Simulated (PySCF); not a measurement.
H4OSSeSi, SMILES [SiH3]O[Se]S. Geometry optimised at PBE-D3(BJ)/def2-SVP. This is a generated structure with no PubChem entry under its InChIKey; it may be hypothetical. Other conformers were not sampled.

Computed equilibrium geometry at PBE-D3(BJ)/def2-SVP (PySCF confirms it by a frequency run) as a Z-matrix (one conformer of several):
```
O
Si 1 1.7062
H 2 1.5009 1 104.77
H 2 1.5040 3 110.09 1 -119.56
H 2 1.5048 3 110.30 4 -120.64
Se 1 1.8491 2 116.58 3 179.38
S 6 2.1985 1 104.27 2 79.67
H 7 1.3707 6 98.66 1 85.02
```
